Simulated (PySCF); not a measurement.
UHF on Rh (rhodium, neutral)

Configuration: [Kr] 4d7 5s2, high-spin 4F determinant (an excited configuration). All numbers are calculated (PySCF 2.14, scalar relativity through the core potential, in def2-TZVPPD with the def2 core potential (28 electrons)).

- Total energy: -109.697219 hartree
- One-electron energy: -191.8654 hartree
- Hartree (Coulomb) energy: 92.6975 hartree
- Exchange energy: -10.5293 hartree
- ⟨S²⟩: 3.7657
- ⟨L²⟩: 12.056
- Sum of ⟨r⟩: 25.64 bohr
- Sum of ⟨r²⟩: 54.34 bohr²

```tsv
shell	electrons	mean orbital energy (eV)	spread (eV)	rms radius, mean of both spins (bohr)
4s α	1	-109.43	0	1.05
4s β	1	-103.73	0	1.05
4p α	3	-71.914	0	1.16
4p β	3	-64.824	0	1.16
4d α	5	-16.681	1.204	1.61
4d β	2	-14.072	0	1.61
5s α	1	-7.611	0	3.59
5s β	1	-6.562	0	3.59
```

Energies and moments cover only the electrons outside the core potential.
